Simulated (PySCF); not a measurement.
Compound: C5H16GaNOSi.
Numbering: `[CH3:1][N+:2]1([CH3:3])[GaH2-:4][CH2:5][CH2:6][C@@H:7]1[O:8][SiH3:9]`

A calculation gives these core lines: C 1s: 289.08 (area 1), 290.55 (area 1), 291.63 (area 1), 291.86 (area 1), 293.15 (area 1) eV; N 1s: 405.81 eV; O 1s: 538.23 eV; Si 1s: 1847.54 eV; Si 2p3/2: 107.64 eV.

Computed with delta-SCF UKS SCAN, pcX-2 on the ionised atom, pcseg-1 elsewhere, spin-free X2C in PySCF 2.14.0. One conformer (not necessarily the lowest) at the PBE0-D3(BJ)/def2-SVP geometry, without solvent, vibrations or thermal averaging.

(1) Which carbon gives which C 1s line?

Results:

(1) 289.08 eV: C5 (ring CH2 carbon); 290.55 eV: C6 (ring CH2 carbon); 291.63 eV: C1 (N-methyl carbon); 291.86 eV: C3 (N-methyl carbon); 293.15 eV: C7 (sp3 carbon bound to oxygen). Lowest listed C 1s: C5, bonded to C, 2 H and Ga. Highest, 4.07 eV above it: C7, bonded to O, N, C and H. The widest gap between neighbouring values is 1.47 eV, between 289.08 and 290.55 eV. Summing the Pauling electronegativity differences to the bonded atoms, each weighted by its formal bond order, gives -1.44 for the lowest site and +1.03 for the highest; no listed site has a larger sum than the highest.

Bonded neighbours of each site: C1: N and 3 H; N2: 3 C and Ga; C3: N and 3 H; C5: C, 2 H and Ga; C6: 2 C and 2 H; C7: O, N, C and H; O8: C and Si; Si9: O and 3 H.

Task: Which photon energy gives electrons from C 1s of C5 a kinetic energy of 20 eV, and what is their de Broglie wavelength?

Result: hν = 289.08 + 20 = 309.08 eV, recoil neglected; λ = 12.264 Å/√(E/eV) = 2.74 Å.

For 2p shells one spin-free hole was relaxed; a mean-field spin–orbit operator and the ground-state splitting of the three 2p orbitals were then diagonalised within the shell. The shell's mean is (2 × 2p3/2 + 2p1/2)/3, and the degeneracies 2j + 1 give areas of 2:1. 2p1/2 minus 2p3/2 (ligand field included): Si 0.63 eV. No level of gallium is listed.

Time: 9.8 min of wall time; peak memory 0.79 GiB. Hardware: an Arm Neoverse N1 with one thread, shared host with 64 logical CPUs at a one-minute load of 61.
